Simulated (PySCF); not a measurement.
C4H3S (SMILES [c-]1ccsc1), charge -1, singlet, geometry from GFN2-xTB (in this run its highest filled SCF level lies above zero, so its values depend strongly on the basis, on diffuse functions most of all); SVWN5/STO-3G in PySCF.

Input for PySCF:
```python
from pyscf import gto, scf, dft

mol = gto.M(
    atom='''
S    -0.00537468   -0.04815724    1.21841919
C     0.01986202    1.30772605   -0.16320033
C    -0.01696070   -1.17565525   -0.08708173
C     0.01720962    0.81295480   -1.37105401
C    -0.00405720   -0.62093181   -1.32562868
H     0.03299419    2.30566269    0.24093354
H    -0.03341327   -2.22952851    0.16092592
H    -0.00990838   -1.25018105   -2.21477794
''',
    basis='sto-3g',
    charge=-1,
    verbose=4,
    symmetry=True,
)

mf = dft.RKS(mol)
mf.xc = 'lda,vwn'
mf.kernel()
mf.analyze()
```

Output, abridged:

```
PySCF version 2.14.0

[INPUT] verbose = 4
[INPUT] num. atoms = 8
[INPUT] num. electrons = 44
[INPUT] charge = -1
[INPUT] spin (= nelec alpha-beta = 2S) = 0
[INPUT] symmetry True subgroup None
[INPUT] Mole.unit = angstrom
[INPUT] Symbol           X                Y                Z      unit          X                Y                Z       unit  Magmom
[INPUT]  1 S     -0.005374680000  -0.048157240000   1.218419190000 AA   -0.010156673207  -0.091003994515   2.302478574014 Bohr   0.0
[INPUT]  2 C      0.019862020000   1.307726050000  -0.163200330000 AA    0.037533778081   2.471244080459  -0.308403927139 Bohr   0.0
[INPUT]  3 C     -0.016960700000  -1.175655250000  -0.087081730000 AA   -0.032051077881  -2.221666439407  -0.164560620153 Bohr   0.0
[INPUT]  4 C      0.017209620000   0.812954800000  -1.371054010000 AA    0.032521468508   1.536261923651  -2.590916580887 Bohr   0.0
[INPUT]  5 C     -0.004057200000  -0.620931810000  -1.325628680000 AA   -0.007666996833  -1.173391062930  -2.505075148069 Bohr   0.0
[INPUT]  6 H      0.032994190000   2.305662690000   0.240933540000 AA    0.062349982802   4.357071019728   0.455298404822 Bohr   0.0
[INPUT]  7 H     -0.033413270000  -2.229528510000   0.160925920000 AA   -0.063141929226  -4.213198270810   0.304105915144 Bohr   0.0
[INPUT]  8 H     -0.009908380000  -1.250181050000  -2.214777940000 AA   -0.018724124538  -2.362499790621  -4.185323733328 Bohr   0.0

nuclear repulsion = 188.720440730509
point group symmetry = Cs
symmetry origin: [4.39471192e-09 1.31841360e-09 2.63682746e-09]
symmetry axis x: [-0.01459642 -0.99950612 -0.02782905]
symmetry axis y: [-0.00423677 -0.02776994  0.99960536]
symmetry axis z: [ 0.99988449 -0.01470857  0.00382934]
num. orbitals of irrep A' = 26
num. orbitals of irrep A" = 6
number of shells = 20
number of NR pGTOs = 96
number of NR cGTOs = 32
basis = sto-3g
ecp = {}

******** <class 'pyscf.dft.rks_symm.SymAdaptedRKS'> ********
method = SymAdaptedRKS
initial guess = minao
damping factor = 0
level_shift factor = 0
DIIS = <class 'pyscf.scf.diis.CDIIS'>
diis_start_cycle = 1
diis_space = 8
diis_damp = 0
SCF conv_tol = 1e-09
SCF conv_tol_grad = None
SCF max_cycles = 50
direct_scf = True
direct_scf_tol = 1e-13
XC library pyscf.dft.libxc version 7.1.2
    S. Lehtola, C. Steigemann, M. J. T. Oliveira, and M. A. L. Marques,  SoftwareX 7, 1–5 (2018)
XC functionals = lda,vwn
    P. A. M. Dirac,  Math. Proc. Cambridge Philos. Soc. 26, 376 (1930)
    F. Bloch,  Z. Phys. 57, 545 (1929)
    S. H. Vosko, L. Wilk, and M. Nusair,  Can. J. Phys. 58, 1200 (1980)
radial grids:
    Treutler-Ahlrichs [JCP 102, 346 (1995); DOI:10.1063/1.469408] (M4) radial grids

becke partition: Becke, JCP 88, 2547 (1988); DOI:10.1063/1.454033
pruning grids: <function nwchem_prune>
grids dens level: 3
symmetrized grids: True
atomic radii adjust function: <function treutler_atomic_radii_adjust>
small_rho_cutoff = 0
Freeze 0 electrons in irreps []
    44 free electrons in irreps A' A"
Set gradient conv threshold to 3.16228e-05
Initial guess from minao.
tot grids = 104776
init E= -543.681566656717
HOMO (A') = -0.205417434642636  LUMO (A") = -0.0405906364388301  gap/eV = 4.48517
cycle= 1 E= -543.009351264132  delta_E= 0.672  |g|= 0.464  |ddm|= 4.36
HOMO (A') = 0.3525750011197  LUMO (A") = 0.366633998547297  gap/eV = 0.38256
cycle= 2 E= -542.099037243293  delta_E= 0.91  |g|= 1.61  |ddm|=  3.5
HOMO (A') = 0.277747736039348  LUMO (A") = 0.361972848928108  gap/eV = 2.29188
cycle= 3 E= -543.06821150169  delta_E= -0.969  |g|= 0.277  |ddm|= 3.09
HOMO (A') = 0.248527940092964  LUMO (A") = 0.347838062021676  gap/eV = 2.70237
cycle= 4 E= -543.085985505906  delta_E= -0.0178  |g|= 0.16  |ddm|= 0.594
HOMO (A') = 0.250003064997412  LUMO (A") = 0.338048467905714  gap/eV = 2.39584
cycle= 5 E= -543.094830877169  delta_E= -0.00885  |g|= 0.0553  |ddm|= 0.307
HOMO (A') = 0.252623060735739  LUMO (A") = 0.338788396565583  gap/eV = 2.34468
cycle= 6 E= -543.095694642028  delta_E= -0.000864  |g|= 0.0227  |ddm|= 0.0923
HOMO (A') = 0.251893558856904  LUMO (A") = 0.340036788696773  gap/eV = 2.39850
cycle= 7 E= -543.095870266086  delta_E= -0.000176  |g|= 0.00098  |ddm|= 0.0359
HOMO (A') = 0.251701082646833  LUMO (A") = 0.340105810798787  gap/eV = 2.40562
cycle= 8 E= -543.095870218708  delta_E= 4.74e-08  |g|= 0.001  |ddm|= 0.00286
HOMO (A') = 0.251702011388522  LUMO (A") = 0.340049169448746  gap/eV = 2.40405
cycle= 9 E= -543.095870641512  delta_E= -4.23e-07  |g|= 4.86e-05  |ddm|= 0.00189
HOMO (A') = 0.251704799053737  LUMO (A") = 0.340048388770106  gap/eV = 2.40395
cycle= 10 E= -543.095870642489  delta_E= -9.76e-10  |g|= 7.86e-06  |ddm|= 0.000123
HOMO (A') = 0.251703438516262  LUMO (A") = 0.340050209840043  gap/eV = 2.40404
Extra cycle  E= -543.0958706424  delta_E= 8.84e-11  |g|= 1.66e-05  |ddm|= 5.29e-05
converged SCF energy = -543.0958706424
**** SCF Summaries ****
Total Energy =                        -543.095870642400314
Nuclear Repulsion Energy =             188.720440730508528
One-electron Energy =                -1139.448416813407221
Two-electron Energy =                  407.632105440498322
Two-electron Coulomb Energy =          453.910092342508619
DFT Exchange-Correlation Energy =      -46.277986902010319
HOMO-LUMO gap [eV] =                     2.404038098112092
Wave-function symmetry = A'
occupancy for each irrep:     A'   A"
                              18    4
**** MO energy ****
MO #1 (A' #1), energy= -86.2805514616974 occ= 2
MO #2 (A' #2), energy= -9.30343930875473 occ= 2
MO #3 (A' #3), energy= -9.288011658242 occ= 2
MO #4 (A' #4), energy= -9.24361293913984 occ= 2
MO #5 (A' #5), energy= -9.13586166739641 occ= 2
MO #6 (A' #6), energy= -7.00964212001656 occ= 2
MO #7 (A' #7), energy= -5.07014561424688 occ= 2
MO #8 (A' #8), energy= -5.06169576884564 occ= 2
MO #9 (A" #1), energy= -5.05296379012643 occ= 2
MO #10 (A' #9), energy= -0.44169641128439 occ= 2
MO #11 (A' #10), energy= -0.309572108299941 occ= 2
MO #12 (A' #11), energy= -0.306708661129275 occ= 2
MO #13 (A' #12), energy= -0.188933688682856 occ= 2
MO #14 (A' #13), energy= -0.156315955235445 occ= 2
MO #15 (A' #14), energy= -0.0995644856169497 occ= 2
MO #16 (A' #15), energy= -0.00927000110958232 occ= 2
MO #17 (A' #16), energy= 0.012154829886502 occ= 2
MO #18 (A" #2), energy= 0.0179174177729152 occ= 2
MO #19 (A' #17), energy= 0.0416618580744756 occ= 2
MO #20 (A" #3), energy= 0.145889394688467 occ= 2
MO #21 (A" #4), energy= 0.155287136891152 occ= 2
MO #22 (A' #18), energy= 0.251703438516262 occ= 2
MO #23 (A" #5), energy= 0.340050209840043 occ= 0
MO #24 (A' #19), energy= 0.421114806375031 occ= 0
MO #25 (A" #6), energy= 0.480076387060159 occ= 0
MO #26 (A' #20), energy= 0.528180686094035 occ= 0
MO #27 (A' #21), energy= 0.615505008226079 occ= 0
MO #28 (A' #22), energy= 0.650364978412973 occ= 0
MO #29 (A' #23), energy= 0.733892328370631 occ= 0
MO #30 (A' #24), energy= 0.862873511935815 occ= 0
 ** Mulliken pop on meta-lowdin orthogonal AOs  **
 ** Mulliken pop  **
pop of  0 S 1s            2.00000
pop of  0 S 2s            1.99945
pop of  0 S 3s            1.81855
pop of  0 S 2px           1.99963
pop of  0 S 2py           1.99868
pop of  0 S 2pz           1.99870
pop of  0 S 3px           1.70721
pop of  0 S 3py           1.16117
pop of  0 S 3pz           1.31161
pop of  1 C 1s            1.99951
pop of  1 C 2s            1.10920
pop of  1 C 2px           1.19634
pop of  1 C 2py           0.95728
pop of  1 C 2pz           0.96987
pop of  2 C 1s            1.99945
pop of  2 C 2s            1.09076
pop of  2 C 2px           1.16746
pop of  2 C 2py           0.97892
pop of  2 C 2pz           1.00722
pop of  3 C 1s            1.99950
pop of  3 C 2s            1.27929
pop of  3 C 2px           0.82533
pop of  3 C 2py           1.02329
pop of  3 C 2pz           1.25333
pop of  4 C 1s            1.99941
pop of  4 C 2s            1.03481
pop of  4 C 2px           1.10386
pop of  4 C 2py           1.02716
pop of  4 C 2pz           0.98468
pop of  5 H 1s            1.00527
pop of  6 H 1s            0.99143
pop of  7 H 1s            1.00162
 ** Mulliken atomic charges  **
charge of    0S =      0.00499
charge of    1C =     -0.23220
charge of    2C =     -0.24381
charge of    3C =     -0.38074
charge of    4C =     -0.14992
charge of    5H =     -0.00527
charge of    6H =      0.00857
charge of    7H =     -0.00162

WARN: System has nonzero charge -1; the dipole moment is origin-dependent.
Location of origin: [0. 0. 0.]

Dipole moment(X, Y, Z, Debye): -0.04286, -2.01286,  3.45992
```
